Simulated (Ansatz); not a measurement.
Reactions of `N=CC=O`.

Gas-phase electronic energies from Ansatz, PBE0-D4/def2-TZVP geometries. CCSD(T)/CBS is the MP2 limit (def2-TZVPP, def2-QZVPP) plus CCSD(T) − MP2 in def2-TZVPP, frozen cores. This one scheme is used for every species. Functionals use def2-TZVPP. B3LYP here is the variant with VWN-RPA as its local correlation; programs differ in this. For Br outer-core shells are correlated without core-valence functions, which leaves a few kJ/mol of doubt a bond. Scalar relativity is left out up to krypton. One conformer a species, not always the lowest.

| reaction | ωB97X-V (eV) | B3LYP-D4 (eV) | CCSD/CBS(def2) (eV) | CCSD(T)/CBS(def2) (eV) |
| --- | --- | --- | --- | --- |
| `N=CC=O` + `N=CF` → `N=CN=CF` + `C=O` | 0.20 | 0.15 | 0.22 | 0.21 |
| `N=CC=O` + `O[SiH2]S` → `O=CS[SiH2]O` + `C=N` | -0.13 | -0.20 | -0.10 | -0.14 |
| `N=CC=O` + HBr → `N=CBr` + `C=O` | 0.39 | 0.34 | 0.40 | 0.40 |
| `N=CC=O` + `OC[SiH2]Cl` → `O=COC[SiH2]Cl` + `C=N` | -0.55 | -0.55 | -0.48 | -0.49 |

Largest T1 diagnostic: 0.016, for `O=CS[SiH2]O`.
